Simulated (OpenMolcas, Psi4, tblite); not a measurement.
# A ladder of methods for SnNH4Cl (SMILES [NH2][SnH2][Cl])

SnNH4Cl has 7 atoms, charge 0, and is taken as a singlet. As SMILES, `[NH2][SnH2][Cl]`. Geometry: relaxed at PBE0-D4/def2-TZVP. This is one conformer, not always the lowest.

```xyz
7

N    -0.9728   -0.0201   -0.8352
Sn    0.5623    0.0414    0.4491
Cl    0.8464   -2.1335    1.2510
H    -1.8035    0.4855   -0.5665
H    -0.7564    0.1652   -1.8030
H     0.1728    0.9768    1.8146
H     2.0124    0.4168   -0.3557
```

Each level gives the dipole moment (D). The values are calculated.

```tsv
level	kind	program	value (D)
IPEA1-xTB	semi-empirical	tblite	5.39
HF/def2-SVP (core potential)	Hartree–Fock	Psi4	3.97
SVWN5/def2-SVP (core potential)	LDA	OpenMolcas	3.54
BLYP/def2-SVP (core potential)	GGA	OpenMolcas	3.38
r2SCAN/def2-SVP (core potential)	meta-GGA	OpenMolcas	3.69
B3LYP/def2-SVP (core potential)	global hybrid	OpenMolcas	3.55
```

The values span 3.38 to 5.39 D. Magnitudes only.
